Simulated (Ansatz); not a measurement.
CH6N2O2Si. The species carries charge 0 and has multiplicity 1. The bonds changed during the relaxation, so this is another structure than the one it started from. All single points use the PBE0-D4/def2-TZVP geometry. It is one conformer, not always the lowest.

```xyz
12

N    -1.369   -0.153    1.155
Si   -0.949    1.538    0.208
N     0.703    0.905   -0.266
C     1.046   -0.328   -0.659
O     0.323   -1.319   -0.621
O     2.319   -0.422   -1.096
H    -1.026   -0.181    2.109
H    -2.369   -0.320    1.166
H    -1.705    0.955   -0.982
H     1.469    1.560   -0.280
H    -0.898   -0.882    0.585
H     2.456   -1.351   -1.317
```

Question: What is the dipole moment at r2SCAN/def2-TZVPP? (Best estimate.)

Answer: Ansatz gave: 3.35 D, with components (0.22, -2.44, 2.29) D in this frame, pointing from negative to positive charge.

Question: And with PBE, B3LYP, ωB97M-V? (Best estimate.)

Answer: The calculation gave: PBE 3.26 D, B3LYP 3.23 D, ωB97M-V 3.25 D.

Question: Give the Mulliken charges with r2SCAN, B3LYP, ωB97M-V in def2-TZVPP. (An estimate is asked.)

Answer: Ansatz gave: 
| atom | r2SCAN | B3LYP | ωB97M-V |
| --- | --- | --- | --- |
| N1 | -0.14 | -0.17 | -0.14 |
| Si2 | -0.01 | 0.02 | -0.03 |
| N3 | -0.32 | -0.28 | -0.28 |
| C4 | 0.47 | 0.41 | 0.44 |
| O5 | -0.46 | -0.44 | -0.45 |
| O6 | -0.32 | -0.30 | -0.29 |
| H7 | 0.16 | 0.16 | 0.14 |
| H8 | 0.16 | 0.16 | 0.15 |
| H9 | -0.13 | -0.12 | -0.07 |
| H10 | 0.16 | 0.15 | 0.12 |
| H11 | 0.19 | 0.20 | 0.19 |
| H12 | 0.23 | 0.21 | 0.20 |

B3LYP here is the variant with VWN-RPA as its local correlation; programs differ in this.
